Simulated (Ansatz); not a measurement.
Ideal-gas functions of `S=C1BN1` at 298.15 K and 1 bar, from an Ansatz frequency run at PBE0-D4/def2-TZVP.

Molar mass 70.91 g/mol, point group Cs (symmetry number 1), electronic degeneracy 1, moments of inertia 16.327, 124.23, 140.557 u Å². Harmonic wavenumbers (cm⁻¹, unscaled): 335, 362, 643, 656, 827, 850, 935, 1057, 1327, 1531, 2772, 3556.

Use S(trans) = R[1.5 ln M + 2.5 ln T − 1.1517]; rotational temperatures θ = 24.2544 K / I; S(rot) = R[ln(√π/σ · √(T³/θAθBθC)) + 1.5]; for each mode x = 1.438777 ν̃/T, S = R[x/(eˣ − 1) − ln(1 − e⁻ˣ)] and H = RT x/(eˣ − 1); 1 cm⁻¹ = 0.0119627 kJ/mol; R = 8.31446 J/(mol·K).

Problem. By hand: the entropy, in J/(mol·K).

Solution. Translation 162.0. Rotation: θ = 1.4855, 0.1952, 0.1726 K, giving 100.7. Vibration, mode by mode: 5.17, 4.66, 1.60, 1.52, 0.78, 0.71, 0.51, 0.31, 0.10, 0.04, 0.00, 0.00, in all 15.4. Electronic 0.0. Sum 278.1 J/(mol·K).

Problem. By hand: H − E and G − E in kJ/mol, counted from the electronic energy.

Solution. Zero-point energy ½ × 14851 × 0.0119627 = 88.8; thermal vibration 3.2; translation, rotation and pV give 4 RT = 9.9. H − E = 101.9 kJ/mol, and G − E = 101.9 − 298.15 × 278.1/1000 = 19.0 kJ/mol.

Vibration gives 6 % of the entropy.
